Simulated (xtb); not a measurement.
Harmonic IR lines of one isomer of CH₃B₂N, unscaled. Calculation: GFN2-xTB in xtb.

wavenumber (cm⁻¹): 337 (vw), 400 (s), 621 (m), 779 (w), 844 (w), 895 (m), 917 (m), 1499 (m), 1539 (vs), 1734 (m), 3131 (m)

### Question
Identify which structure gives these lines.
(A) `NB1B=C1`
(B) `C=BB=N`
(C) `NC1=BB1`
(D) `BBC#N`

### Answer
A, `NB1B=C1`
